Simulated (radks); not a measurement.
Values are calculated unless marked as measured or tabulated.
The tin ion Sn+ inside a hard spherical wall (all orbitals vanish at R), configuration held at [Kr] 4d10 5s2 5p1 and not refilled when levels cross. Code: a radial shooting solver on a logarithmic mesh with Libxc functionals. Model: scalar-relativistic Kohn-Sham, PBEsol, spin-polarised, spherical densities, finite nucleus; open shells are filled with parallel spins first (spin-orbit coupling, left out, can overturn this in heavy ions); Fermi nuclear charge, rms radius 4.6519 fm. Eigenvalues in eV for spin up, with the zero of energy where the potential of the charges vanishes at infinity; a dash marks a level that is unbound or too diffuse for the functional's potential to be trusted. A positive occupied level is held by the wall or, in an anion where self-interaction has pushed it up, behind a barrier. The pressure on the wall is -dE/dV.

| R (bohr) | E (hartree) | kinetic (hartree) | e(4p) | e(4d) | e(5s) | e(5p) | e(6s, empty) | e(5d, empty) | pressure (GPa) |
|---|---|---|---|---|---|---|---|---|---|
| free | -6174.04640 | 6445.365 | -97.566 | -33.805 | -18.226 | -10.662 | - | - | 0 |
| 20 | -6174.04640 | 6445.365 | -97.566 | -33.805 | -18.226 | -10.662 | - | - | < 0.0001 |
| 15 | -6174.04640 | 6445.365 | -97.566 | -33.805 | -18.226 | -10.662 | -4.326 | -3.252 | < 0.0001 |
| 10 | -6174.04637 | 6445.365 | -97.563 | -33.802 | -18.224 | -10.659 | -4.045 | -3.072 | 0.00119 |
| 8 | -6174.04571 | 6445.372 | -97.524 | -33.764 | -18.196 | -10.620 | -3.070 | -2.559 | 0.0375 |
| 5 | -6173.98840 | 6445.742 | -96.281 | -32.566 | -17.157 | -8.952 | 8.167 | 2.664 | 8.13 |
| 3.5 | -6173.44768 | 6448.272 | -91.445 | -27.989 | -10.911 | 0.088 | 44.215 | 19.409 | 190 |
| 2.5 | -6170.33709 | 6460.826 | -77.756 | -14.459 | 15.963 | 34.059 | 144.85 | 67.493 | 2850 |
| 2 | -6162.74662 | 6489.372 | -56.876 | 8.215 | 69.238 | 95.684 | 295.14 | 141.12 | 16100 |
